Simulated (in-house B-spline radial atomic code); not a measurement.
Atomic self-consistent-field run: In³⁺. Level of theory: non-relativistic Hartree-Fock, average of configuration, point nucleus, inside a hard spherical wall at 5.18 bohr; calculated with a B-spline radial code for spherical atoms.

Command:
```bash
python run_scf.py task.json out
```
Settings:
```
Z                49
configuration    [Ar] 3d10 4s2 4p5 4d10 4f1
hamiltonian      nr
method           hf
spin_polarised   False
wall_radius      5.18
```

Output (hartree, bohr):
```
 radial grid: 45 intervals, B-splines of order 8, outer radius 5.18 bohr

 iter        energy (Eh)    residual
    1       -5718.011353    6.57e-01
    2       -5727.601528    4.82e-01
    3       -5734.004505    9.81e-02
    4       -5734.394903    1.94e-02
    5       -5734.415338    9.86e-03
    6       -5734.418877    1.03e-03
    7       -5734.418948    2.97e-04
    8       -5734.418953    7.53e-05
    9       -5734.418953    7.36e-06
   10       -5734.418953    2.50e-07

 total energy                     -5734.41895
 kinetic                            5734.8235
 electron-nucleus                 -13583.4961
 electron-electron                  2114.2536

 orbital      occ     eigenvalue          <r>       <r^2>       <1/r>       <r^4>       r_max
 1s         2.000      -999.3630    0.0310472  0.00128956     48.4768 4.21437e-06     0.02056
 2s         2.000      -150.9055     0.134118   0.0211379     11.0867 0.000761637      0.1138
 2p         6.000      -140.6879     0.114686   0.0160038     11.0606 0.000504392     0.08931
 3s         2.000       -31.1035     0.359413    0.147452     3.99902   0.0330345      0.3267
 3p         6.000       -26.8521     0.351655    0.143309      3.9064   0.0327922      0.3139
 3d        10.000       -19.0812     0.322968    0.123524      3.7551   0.0279681      0.2587
 4s         2.000        -6.2946     0.875437    0.864843     1.55363     1.10762      0.7945
 4p         5.000        -4.8940     0.925909    0.976133     1.45334     1.46072      0.8252
 4d        10.000        -2.3873      1.10047     1.41683     1.19293     3.45708      0.9129
 4f         1.000        -0.4375      2.71163     8.16629    0.432523     90.9572       2.776
```

Cost of the run: 0.07 s on 1 thread of Intel(R) Xeon(R) 6975P-C (shared host).
